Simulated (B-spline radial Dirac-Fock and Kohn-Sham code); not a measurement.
# Two-hole binding energies of La²⁺

System: lanthanum as La²⁺, configuration [Xe] 5d1.

These are calculated numbers from a radial finite-basis atomic code; the model is relaxed Dirac-Fock hole states (ΔSCF) with Breit and QED corrections and a finite nucleus. U is the two-hole binding energy less the two single-hole energies, the effective repulsion of the holes after relaxation. Each two-hole energy is an average over J within one jj subconfiguration.

```csv
holes,E(a) (eV),E(b) (eV),E(ab) (eV),U (eV)
1s⁻¹ 2p1/2⁻¹,38950.0,5918.6,45145.1,276.5
1s⁻¹ 2p3/2⁻¹,38950.0,5510.6,44708.2,247.6
2p1/2⁻¹ 2p3/2⁻¹,5918.6,5510.6,11605.4,176.1
2s⁻¹ 3p1/2⁻¹,6298.9,1235.4,7604.2,69.9
2s⁻¹ 3d5/2⁻¹,6298.9,860.1,7231.4,72.4
2p1/2⁻¹ 3p3/2⁻¹,5918.6,1154.3,7142.5,69.7
2p1/2⁻¹ 3d3/2⁻¹,5918.6,876.9,6867.4,71.9
2p3/2⁻¹ 3d5/2⁻¹,5510.6,860.1,6442.4,71.7
3p1/2⁻²,1235.4,1235.4,2527.7,56.9
3d3/2⁻²,876.9,876.9,1811.9,58.1
4d3/2⁻²,128.8,128.8,279.4,21.8
4d3/2⁻¹ 4d5/2⁻¹,128.8,125.9,276.7,22.0
4d5/2⁻²,125.9,125.9,?,?
5p1/2⁻¹ 5p3/2⁻¹,41.69,39.08,92.42,11.6
```

Q: Give the missing two-hole energy and U.

A: E(ab) = 273.5 eV and U = 21.7 eV.
